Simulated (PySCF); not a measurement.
**Radial density of As (arsenic, neutral)**

wB97X, [Ar] 3d10 4s1 4p3 4d1, high-spin 6D determinant (an excited configuration). Calculation: PySCF 2.14, in x2c-TZVPPall with one added diffuse shell each of s, p, d type (7s6p5d1f, 57 functions); the spin-free X2C one-electron Hamiltonian (Gaussian nucleus).

```
r (bohr)  4πr²ρ (e/bohr)  4πr²(ρα − ρβ)
0.000678          0.2387         0.0002
 0.00114          0.5910         0.0004
 0.00192           1.457         0.0010
 0.00323           3.493         0.0024
 0.00543           7.914         0.0053
 0.00913           16.36         0.0108
  0.0154           29.01         0.0187
  0.0258           39.72         0.0257
  0.0435           37.93         0.0356
  0.0731           33.20         0.0885
   0.123           45.93         0.1480
   0.207           37.09        -0.0048
   0.348           25.28         0.2418
   0.585           28.73         0.1766
   0.984           8.878         0.3888
    1.66           2.762         2.1868
    2.78           1.302         1.2974
    4.68          0.3314         0.3314
    7.88         0.02829         0.0283
```

Densities and radii are taken from the X2C orbitals without a picture-change correction, which distorts them close to the nucleus.

The outer electron is Rydberg-like, and this basis confines it to a smaller radius and binds it less than a complete one would.

**Question.** Where is the radial spin density 4πr²(ρα − ρβ) most negative, and why is it negative at all?

**Answer.** Around r = 0.207 bohr, down to -0.0048 e/bohr: exchange with the open shell polarises the paired shells in an unrestricted calculation.
